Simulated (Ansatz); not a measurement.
`BC(C)(C)C`, relaxed with RKS PBE-D4/def2-SVP in Ansatz 0.2.0 from a rough embedded geometry. The force threshold is 0.03 eV/Å; the program also tests the step.

Charge 0, multiplicity 1.

Start:

```xyz
16

B     1.452    0.300   -0.695
C     0.078    0.005   -0.024
C    -1.010    0.525   -0.933
C     0.007    0.806    1.307
C    -0.111   -1.492    0.209
H     1.849    1.372   -0.997
H     2.207   -0.610   -0.999
H    -2.043    0.416   -0.496
H    -1.054    0.014   -1.958
H    -0.937    1.628   -1.123
H    -0.950    0.557    1.823
H     0.821    0.377    1.984
H     0.222    1.804    1.175
H     0.680   -1.943    0.842
H    -1.111   -1.703    0.693
H    -0.101   -2.054   -0.809
```

**Question.** By how much does the energy fall, and how many steps does the optimiser take? (An estimate is asked.)

**Answer.** Computed: 37.13 kJ/mol, in 15 steps, 2 of them rejected.

**Question.** Which bonds change most? (An estimate is asked.)

**Answer.** Ansatz gave: C4–H13 from 1.030 to 1.109 Å; C2–C3 from 1.511 to 1.565 Å; C5–H16 from 1.163 to 1.109 Å; B1–H6 from 1.183 to 1.221 Å.

**Question.** Give the relaxed structure. (Estimate.)

**Answer.** The calculation gave: 
```xyz
16

B     1.393    0.311   -0.806
C     0.134   -0.033    0.055
C    -0.897    0.518   -0.986
C    -0.001    0.753    1.369
C    -0.120   -1.532    0.280
H     1.901    1.419   -0.746
H     1.809   -0.480   -1.637
H    -1.921    0.357   -0.581
H    -0.849   -0.009   -1.962
H    -0.786    1.607   -1.167
H    -1.009    0.618    1.820
H     0.743    0.410    2.118
H     0.160    1.839    1.215
H     0.623   -1.963    0.982
H    -1.128   -1.710    0.715
H    -0.053   -2.104   -0.668
```
